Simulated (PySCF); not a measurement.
## [C4H8F2Si]+: g tensor and hyperfine couplings

C₄H₈F₂Si (charge +1 and doublet state).
Z-matrix (Å and degrees, GFN2-xTB geometry), rows numbered from 1:
```
C 
C   1  1.2968
Si  2  2.1108  1  114.96
C   2  1.4730  1  134.22  3  -172.06
C   4  1.5325  2  110.32  1   104.43
F   5  1.3601  4  108.79  2    63.28
F   5  1.3440  4  110.13  2   -52.70
H   1  1.0784  2  125.63  3    -8.96
H   1  1.0886  2  121.29  3   169.80
H   3  1.4587  2  103.61  1   160.13
H   3  1.4563  2  100.34  1   -75.54
H   3  1.4666  2   95.54  1    43.76
H   4  1.0968  2  108.58  1   -15.03
H   4  1.0920  2  112.44  1  -134.10
H   5  1.0993  4  113.98  2  -175.52
```

The hyperfine couplings belong to this conformer and change with its torsions.

Identity: `[CH2+][C]([SiH3])CC(F)F` [radical] (charge +1).

Computed with PySCF, UKS B3LYP, pcH-1 on C F H Si, non-relativistic, mean-field spin-orbit, GIAO. Isolated species at its GFN2-xTB geometry (one conformer only). A GFN2-xTB geometry isn't a minimum of the functional, and hyperfine couplings can be far from their values at a DFT geometry, by a factor of two or more for some ions and for spin on atoms past the first row. No stability test was run, so a lower SCF solution isn't excluded.

```
g1, g2, g3                      : 2.00260, 2.00454, 2.00798
g_iso                           : 2.00504
Form of g                       : rhombic: the two nearest values differ by 36 % of g3 − g1
⟨S²⟩                            : 0.7534 (exact 0.7500)
α and β electrons               : 32, 31
HOMO–LUMO gap, α and β orbitals : 7.30, 2.25 eV
Basis functions                 : 265
```

Hyperfine couplings atom by atom, in MHz; T1 to T3 are the principal values of the dipolar part; ρ(0) is the spin density at the nucleus:

| atom | isotope | a_iso | of which spin–orbit | T1 | T2 | T3 | Mulliken spin population | ρ(0) (bohr⁻³) |
| --- | --- | --- | --- | --- | --- | --- | --- | --- |
| C1 | 13C | 0.9 | -0.1 | -22.2 | -15.1 | 37.3 | 0.16 | 0.0009 |
| C2 | 13C | 39.0 | 0.2 | -51.4 | -42.6 | 94.0 | 0.47 | 0.0345 |
| Si3 | 29Si | 7.8 | -0.2 | -49.9 | 23.3 | 26.6 | 0.13 | -0.0090 |
| C4 | 13C | 4.6 | 0.1 | -11.0 | -8.7 | 19.7 | 0.03 | 0.0040 |
| C5 | 13C | -2.5 | 0.0 | -3.1 | -2.8 | 5.9 | 0.01 | -0.0022 |
| F6 | 19F | 6.9 | 0.4 | -25.9 | -24.7 | 50.6 | 0.01 | 0.0016 |
| F7 | 19F | 0.2 | 0.1 | -6.1 | -3.9 | 9.9 | 0.00 | 0.0000 |
| H8 | 1H | 62.3 | 0.0 | -9.6 | -8.3 | 17.9 | 0.02 | 0.0139 |
| H9 | 1H | 140.4 | 0.0 | -10.6 | -7.5 | 18.1 | 0.05 | 0.0314 |
| H10 | 1H | 16.1 | 0.0 | -4.6 | -0.6 | 5.2 | 0.01 | 0.0036 |
| H11 | 1H | -10.1 | 0.0 | -4.0 | -2.3 | 6.3 | -0.01 | -0.0023 |
| H12 | 1H | 105.4 | 0.0 | -5.2 | 1.8 | 3.4 | 0.05 | 0.0236 |
| H13 | 1H | 74.6 | 0.0 | -7.2 | -0.1 | 7.3 | 0.03 | 0.0167 |
| H14 | 1H | 62.0 | 0.0 | -7.1 | -6.0 | 13.1 | 0.02 | 0.0139 |
| H15 | 1H | 28.3 | 0.0 | -2.5 | -1.2 | 3.7 | 0.01 | 0.0063 |

The Mulliken spin populations are largest on C2 (+0.47), C1 (+0.16) and Si3 (+0.13).

The SMILES `[CH2+][C]([SiH3])CC(F)F` draws the unpaired electron on C2, whose computed spin population is only +0.47.

Axes: g3 points within 4° of the Si3–H10 bond.

Under fast tumbling the dipolar parts average out, and these isotropic splittings remain: 1 × 1H (H9, I = 1/2, 2 lines) with 5.00 mT, 2 × 1H (H13/H14, I = 1/2, 3 lines) with 2.43 mT, 1 × 1H (H8, I = 1/2, 2 lines) with 2.22 mT, 3 × 1H (H10/H11/H12, I = 1/2, 4 lines) with 1.32 mT, 1 × 1H (H15, I = 1/2, 2 lines) with 1.01 mT and 2 × 19F (F6/F7, I = 1/2, 3 lines) with 0.13 mT.

Class means assume fast exchange of nuclei equivalent by connectivity; if that motion is slow, each nucleus keeps its own coupling. H8 and H9 aren't averaged: C1 is flat or nearly so (angle sum 360°), and its turn about the short C1–C2 bond (1.30 Å) is taken as slow. The three 1H nuclei of mean +37.1 MHz run from -10.1 to 105.4 MHz in the frozen geometry. The 1H value of +68.3 MHz is a mean of couplings from 62.0 to 74.6 MHz in this one geometry, not an average over conformers. The 19F value of +3.6 MHz is a mean of couplings from 0.2 to 6.9 MHz in this one geometry, not an average over conformers.

The 29Si coupling of Si3 (7.8 MHz) shows only in satellite lines or after enrichment, since that isotope makes up about 4.7 % of natural silicon.

The 13C coupling of C2 (39.0 MHz) shows only in satellite lines or after enrichment, since that isotope makes up about 1.07 % of natural carbon.

On an Arm Neoverse V2 with one thread, shared host with 96 logical CPUs at a one-minute load of 38, this took 76 s (with the writing of density and orbital grids) and 0.97 GiB of memory at its peak.
